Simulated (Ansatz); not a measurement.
Relaxation of BFH$_{5}$NSn (9 atoms, charge 0, multiplicity 1), to a largest force component of 0.015 eV/Å in at most 40 steps.

All numbers below come from Ansatz, RKS PBE0/def2-SVP.

```xyz
9
Properties=species:S:1:pos:R:3:forces:R:3
N 0.926 1.533 0.025 0.13 -2.92 2.61
B 0.578 0.197 -0.559 2.35 1.88 -2.31
F 1.158 -0.221 -1.813 -1.19 1.22 3.07
Sn -0.706 -1.165 0.520 -1.91 -0.72 0.63
H 1.971 1.570 0.169 -1.15 0.47 -0.72
H 0.550 1.507 1.077 0.89 0.34 -3.01
H -2.115 -1.570 -0.499 0.59 0.07 0.58
H 0.122 -2.622 0.938 -0.14 0.17 0.01
H -1.349 -0.376 2.024 0.44 -0.50 -0.86
```

Question: Where does it end, and by what steps?

Answer: It converged. The force dipped under the threshold on the way, but the program's further checks kept it going. After 12 steps the energy has fallen by 1.208 eV; H5 moved furthest, 0.62 Å.

```tsv
step	energy less start (eV)	largest force component (eV/Å)	accepted
0	0.0000	3.065	yes
1	-0.6957	1.643	yes
2	-0.9484	1.893	yes
3	-1.0793	1.115	yes
4	-1.1368	1.451	yes
5	-1.2000	0.296	yes
6	-1.2045	0.189	yes
7	-1.2072	0.030	yes
8	-1.2075	0.010	yes
9	-1.2076	0.050	yes
10	-1.2073	0.048	no
11	-1.2076	0.017	no
12	-1.2078	0.006	yes
```

```xyz
9
Properties=species:S:1:pos:R:3
N 1.093 1.350 0.169
B 0.721 0.149 -0.429
F 1.281 -0.181 -1.600
Sn -0.792 -1.241 0.527
H 1.772 1.974 -0.255
H 0.719 1.673 1.050
H -2.153 -1.520 -0.482
H -0.121 -2.775 0.904
H -1.386 -0.576 2.000
```

Whether the end is a true minimum wasn't checked by a vibrational analysis.

Run time: 120 s on 1 CPU thread of a shared host.
